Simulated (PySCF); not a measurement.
# Spin states of TlGe

Unrestricted PBE0; Tl cc-pVDZ-PP with ECP60, Ge cc-pVDZ-PP with ECP10; scalar-relativistic core potentials (PySCF 2.14). Outer shells of the fragments: Tl 5d10 6s2 6p1; Ge 3d10 4s2 4p2.

Followed along the bond (rough minima from three points):

```
2Ms+1   unpaired  ⟨S²⟩ at the start  R at minimum (Å)  Te (eV)
    4  σ ↑, π ↑↑               3.75              2.74     0.00
    2  σ ↓, π ↑↑               1.76              2.72     0.42
    2  σ ↑, π ↑↓               1.76              2.73     0.45
    2        π ↑               0.75              2.97     0.81
    2        σ ↑               0.76              2.74     1.10
```

Solutions found at the starting distance of 2.590 Å, counted from the lowest of them; the search is not exhaustive and high or unbound solutions are not listed, so other states can lie among these:

| 2Ms+1 | unpaired | term | E (eV) | ⟨S²⟩ | ⟨Lz²⟩ | μ (D) |
| --- | --- | --- | --- | --- | --- | --- |
| 4 | σ ↑, π ↑↑ | ⁴Σ⁻ | 0.00 | 3.75 | 0.00 | -1.92 |
| 2 | σ ↓, π ↑↑ | mixed | 0.41 | 1.76 | 0.00 | -1.84 |
| 2 | σ ↑, π ↑↓ | mixed | 0.44 | 1.76 | 2.01 | -1.72 |
| 2 | σ ↑ | mixed | 1.10 | 0.76 | 2.00 | -1.22 |
| 2 | π ↑ | ²Π | 1.11 | 0.75 | 1.00 | -0.42 |
| 2 | π ↑ | ²Π | 1.22 | 0.77 | 1.01 | -2.27 |
| 4 | π ↑↑↑ | ⁴Π | 2.47 | 3.76 | 1.00 | 0.10 |
| 4 | σ ↑, π ↑↑ | mixed | 2.64 | 3.76 | 2.01 | 2.16 |

A term symbol is given only where ⟨S²⟩ and ⟨Lz²⟩ are close to those of a pure state; real π, δ and φ orbitals otherwise mix terms. A positive dipole means Tl(−)Ge(+).

These are scalar-relativistic numbers at best; spin–orbit coupling would shift them, the dissociation energy most.
